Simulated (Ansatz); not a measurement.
Basis-set extrapolation for BH3OS2Si, SMILES `OB[SiH]1SS1` (PBE0-D4/def2-TZVP geometry, frozen core, Ansatz). Multiplicity 1, RHF reference.

|  | def2-TZVPP | def2-QZVPP |
| --- | --- | --- |
| HF | -1185.435357 | -1185.471136 |
| MP2 correlation | -0.791232 | -0.858600 |
| CCSD(T) correlation | -0.877322 | not run |

Energies in hartree. Use E(X) = E(∞) + A·exp(−7.88·√X) for Hartree–Fock and E(X) = E(∞) + B·X^(−2.97) for correlation, with X = 3 and 4, and add CCSD(T) minus MP2 of the smaller set to the MP2 limit.

**Question.** What is the CCSD(T) energy at the basis-set limit?

**Answer.** HF limit: -1185.471136 + (-0.035779) × 0.13774 = -1185.47606. MP2 limit: -0.858600 + (-0.067368) × 0.74074 = -0.90850. Higher-order term: -0.877322 − (-0.791232) = -0.08609. Total: -1186.47065 hartree, 99.1 kcal/mol below CCSD(T)/def2-TZVPP.
